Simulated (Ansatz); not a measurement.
ClFH4Si3, SMILES `F[Si@H]1[SiH2][Si@@H]1Cl`. Total charge 0; spin multiplicity 1.

```json
{"atom": "F1", "x (Å)": "-1.496", "y (Å)": "2.172", "z (Å)": "0.877"}
{"atom": "Si2", "x (Å)": "-0.278", "y (Å)": "1.277", "z (Å)": "0.358"}
{"atom": "Si3", "x (Å)": "0.431", "y (Å)": "-0.852", "z (Å)": "0.990"}
{"atom": "Si4", "x (Å)": "-0.249", "y (Å)": "-0.372", "z (Å)": "-1.222"}
{"atom": "Cl5", "x (Å)": "0.808", "y (Å)": "-0.372", "z (Å)": "-2.981"}
{"atom": "H6", "x (Å)": "0.955", "y (Å)": "2.101", "z (Å)": "0.282"}
{"atom": "H7", "x (Å)": "1.814", "y (Å)": "-0.957", "z (Å)": "1.520"}
{"atom": "H8", "x (Å)": "-0.461", "y (Å)": "-1.887", "z (Å)": "1.573"}
{"atom": "H9", "x (Å)": "-1.525", "y (Å)": "-1.111", "z (Å)": "-1.397"}
```

Task: List the harmonic frequencies (cm⁻¹, unscaled) at PBE0-D4/def2-TZVP in Ansatz. (An estimate is asked.)

Result: Ansatz gave: 67, 101, 155, 158, 284, 323, 374, 437, 510, 534, 586, 610, 680, 734, 788, 883, 925, 2216, 2219, 2224, 2243.

Task: Is this a minimum?

Result: Yes, all 21 modes are real.

Task: Give the ideal-gas thermochemistry at 298.15 K and 1 bar (rigid rotor, harmonic oscillator; point group C1, symmetry number 1).

Result: Zero-point energy 102.0 kJ/mol; H(298) − E = 126.1 kJ/mol; entropy 379.7 J/(mol·K), of which translation 170.7, rotation 122.0, vibration 87.0; G(298) − E = 12.8 kJ/mol. Modes under 100 cm⁻¹ are hindered rotations or soft bends, so the harmonic entropy is rough.

Task: And at 400, 500, 600, 800 and 1000 K?

Result: 
```json
{"T (K)": "400", "H − E (kJ/mol)": "139.6", "S (J/mol/K)": "418.8", "G − E (kJ/mol)": "-27.9"}
{"T (K)": "500", "H − E (kJ/mol)": "154.4", "S (J/mol/K)": "451.7", "G − E (kJ/mol)": "-71.4"}
{"T (K)": "600", "H − E (kJ/mol)": "170.1", "S (J/mol/K)": "480.3", "G − E (kJ/mol)": "-118.1"}
{"T (K)": "800", "H − E (kJ/mol)": "203.8", "S (J/mol/K)": "528.7", "G − E (kJ/mol)": "-219.1"}
{"T (K)": "1000", "H − E (kJ/mol)": "239.5", "S (J/mol/K)": "568.5", "G − E (kJ/mol)": "-329.0"}
```
